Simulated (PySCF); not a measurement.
fulvene (C6H6), SMILES C=C1C=CC=C1.

Geometry optimised at PBE0-D3(BJ)/def2-SVP.

Computed with PySCF 2.14.0 with TDA-PBE0/def2-SVPD.

Vertical excitations. The molecule is in vacuum. State labels are in the subgroup C2v.

```
state  symmetry  energy (eV)  λ (nm)      f                                           main pairs
-----  --------  -----------  ------  -----  ---------------------------------------------------
S1           B2         3.48     356  0.013                                       HOMO→LUMO 97 %
S2           A1         5.71     217  0.439                   HOMO−1→LUMO 77 %, HOMO→LUMO+4 16 %
S3           A2         6.14     202  0.000                                     HOMO−2→LUMO 99 %
S4           A2         6.36     195  0.000                                     HOMO→LUMO+1 91 %
S5           A2         6.84     181  0.000                                     HOMO→LUMO+2 92 %
S6           B1         6.89     180  0.004                                     HOMO−3→LUMO 97 %
S7           B1         7.03     176  0.032                                     HOMO→LUMO+3 94 %
S8           B1         7.35     169  0.006                 HOMO−5→LUMO 84 %, HOMO−1→LUMO+1 14 %
S9           A1         7.39     168  0.366  HOMO−4→LUMO 57 %, HOMO→LUMO+4 28 %, HOMO−1→LUMO 9 %
S10          B1         7.42     167  0.011                 HOMO−1→LUMO+1 82 %, HOMO−5→LUMO 14 %
T1           B2         2.20     564      0                                       HOMO→LUMO 96 %
T2           A1         2.91     425      0                                     HOMO−1→LUMO 96 %
T3           A1         5.25     236      0                   HOMO→LUMO+4 62 %, HOMO−4→LUMO 31 %
T4           A2         5.76     215      0                                     HOMO−2→LUMO 99 %
```
Triplets are in the Tamm–Dancoff approximation.
